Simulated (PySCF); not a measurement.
Can point charges reproduce the dipole moment of `CSBC(C)C`?

Coordinates (PBE0-D3(BJ)/def2-SVP, Å) and charges (e) from the PBE0/pcSseg-1 density (PySCF):

```tsv
atom	x	y	z	Mulliken	IAO	Hirshfeld	ESP-fitted
C1	2.215	-0.545	-0.482	-0.4147	-0.5040	-0.1139	-0.2301
S2	1.594	1.105	-0.921	-0.1478	+0.1536	-0.0066	-0.1956
B3	-0.098	1.147	-0.395	+0.2213	-0.0533	+0.0914	+0.0216
C4	-0.907	-0.046	0.243	-0.5231	-0.2299	-0.0926	+0.5423
C5	-1.564	-0.819	-0.911	-0.2614	-0.3916	-0.1089	-0.6969
C6	-1.951	0.436	1.248	-0.2275	-0.3951	-0.1133	-0.5815
H7	2.204	-0.694	0.606	+0.1573	+0.1556	+0.0488	+0.1041
H8	1.623	-1.333	-0.968	+0.1590	+0.1534	+0.0482	+0.0865
H9	3.251	-0.609	-0.839	+0.1586	+0.1666	+0.0506	+0.1438
H10	-0.627	2.209	-0.636	+0.0572	+0.0206	-0.0610	-0.0411
H11	-0.219	-0.739	0.759	+0.1257	+0.1242	+0.0293	-0.0495
H12	-0.822	-1.221	-1.619	+0.1181	+0.1314	+0.0358	+0.1822
H13	-2.157	-1.666	-0.528	+0.1208	+0.1358	+0.0395	+0.1569
H14	-2.248	-0.173	-1.485	+0.1175	+0.1350	+0.0397	+0.1683
H15	-2.518	-0.408	1.675	+0.1087	+0.1302	+0.0357	+0.1308
H16	-1.492	0.985	2.086	+0.1172	+0.1346	+0.0388	+0.1247
H17	-2.675	1.116	0.770	+0.1134	+0.1330	+0.0380	+0.1336
```

Form Σ q r in debye for every column and set it beside the full dipole.

The full density gives (0.17, -1.87, 0.60) D, 1.97 D in size; dipole vectors point from the negative to the positive end.

```tsv
scheme	μx	μy	μz	size (D)	share of the full size (%)	angle to the full dipole (°)
Mulliken	-0.80	-0.47	0.13	0.93	47	64
IAO	1.11	-0.48	-0.32	1.25	63	69
Hirshfeld	0.64	-0.63	-0.03	0.90	46	44
ESP-fitted	0.21	-1.91	0.60	2.01	102	1
```

Which set comes closest?

Length of the difference vector: ESP-fitted 0.05 D, Hirshfeld 1.46 D, Mulliken 1.77 D, IAO 1.91 D. Closest: ESP-fitted. The schemes that divide the density aren't constrained to reproduce the dipole.

What is left for the Hirshfeld atoms' own dipoles?

The Hirshfeld atoms' densities add up to the full density, so μ = Σ q r + Σ (atomic dipoles). The atomic dipoles sum to (0.17, -1.87, 0.60) − (0.64, -0.63, -0.03) = (-0.47, -1.24, 0.63) D, 1.46 D in size.

With the origin at the mean of the coordinates, (-0.376, -0.074, -0.082) Å, which are the largest single terms, by size, of the IAO dipole along the direction of the full one?

C1 -1.33, S2 -0.89, H8 +0.81, H13 +0.80, H7 +0.76 D; all 17 atoms together +0.46 D. The single terms depend on the origin, their sum doesn't.

Give the size of the full dipole in other units.

1.97 D = 0.777 au = 0.411 e·Å = 6.58 × 10⁻³⁰ C·m.

One conformer (not necessarily the lowest) at the PBE0-D3(BJ)/def2-SVP geometry, without solvent, vibrations or thermal averaging.

The values belong to the conformer `[CH3:1][S:2][BH:3][CH:4]([CH3:5])[CH3:6]`: C1–S2–B3–C4 -3°, S2–B3–C4–C5 -90°.
